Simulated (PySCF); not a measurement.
C₄H₉O (SMILES C[CH]OCC), doublet, geometry from GFN2-xTB. Base run: R2SCAN/STO-3G in PySCF.

Input for PySCF:
```python
from pyscf import gto, scf, dft

mol = gto.Mole()
mol.atom = '''
    C     2.42925305    0.25215257   -0.28320844
    C     1.19771399   -0.11159954    0.45470576
    O     0.02113498   -0.00237585   -0.24192654
    C    -1.15676107   -0.21861340    0.49688265
    C    -2.35106631    0.00885784   -0.41613902
    H     2.30742479    0.00140051   -1.33406557
    H     2.65549635    1.32458697   -0.21792943
    H     3.28361976   -0.28815369    0.12189991
    H     1.14846418   -0.02130956    1.53031517
    H    -1.19215096    0.47041816    1.35493280
    H    -1.16646059   -1.24685935    0.88998458
    H    -3.27395169   -0.15673431    0.13234980
    H    -2.30764332   -0.67573691   -1.25872496
    H    -2.33871651    1.02660997   -0.79679563
'''
mol.basis = 'sto-3g'
mol.spin = 1
mol.verbose = 4
mol.build()

mf = dft.UKS(mol)
mf.xc = 'r2scan'
mf.kernel()
```

The base run was repeated with changes; each row names its change, and settings that it needs were set with it.

```tsv
change	E (Eh)	HOMO (eV)	dipole (D)	<S^2>	core-seconds (rough)	outcome
base	-229.95734	-0.51	1.10	0.753	10	converged
functional = blyp	-229.91616	0.07	1.19	0.752	7	converged
functional = hse06	-229.84592	-1.39	1.13	0.753	20	converged
functional = camb3lyp	-229.93233	-3.24	1.17	0.752	10	converged
functional = mn15	-228.77189	-2.29	1.19	0.753	8	converged
functional = tpss	-230.14702	-0.30	1.16	0.752	10	converged
functional = mn12l	-229.21103	-0.26	1.10	0.755	8	converged
functional = revpbe	-230.01281	-0.01	1.17	0.752	6	converged
functional = wb97m_v	-	-	-	-	-	cut at the time limit
functional = b3lyp; dispersion = d3zero	-230.07387	-1.51	1.16	0.752	8	converged
functional = pbe	-229.76317	0.03	1.19	0.752	6	converged
functional = pbe0	-229.82720	-1.79	1.14	0.753	5	converged
functional = b3lyp5	-229.91671	-1.42	1.16	0.752	9	converged
```

Total energies compare only within one method and basis.

Open shells are given as the SCF converged; they aren't shown to be the lowest states, and a large step between rows can be another state.
